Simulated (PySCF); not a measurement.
Computed shifts of a molecule C4H9FSi, HF/pcSseg-1 in PySCF, GIAO, gas phase, equivalent atoms averaged, in ppm (number of nuclei): ¹³C: 83.9 (1), 29.1 (1), 24.5 (2). ¹⁹F: -100.0 (1). ²⁹Si: -48.2 (1). ¹H: 4.40 (1), 4.09 (1), 2.00 (2), 1.71 (3), 1.55 (2). References: ¹³C against TMS (σ = 192.6 ppm); ¹⁹F against CFCl3 (σ = 238.5 ppm); ²⁹Si against TMS (σ = 393.8 ppm); ¹H against TMS (σ = 31.99 ppm), references at their B3LYP-D3(BJ)/def2-TZVP geometries, non-relativistic. Coordinates come from a PBE0-D3(BJ)/def2-SVP optimisation. One conformer was computed; it need not be the lowest.

Pick the molecule that these values belong to.
(A) C[Si@@H]1CC[C@H]1F
(B) CC1(F)C[SiH2]C1
(C) C[C@H](F)/C=C/[SiH3]
(D) C=CC[Si@H](C)F

B, CC1(F)C[SiH2]C1
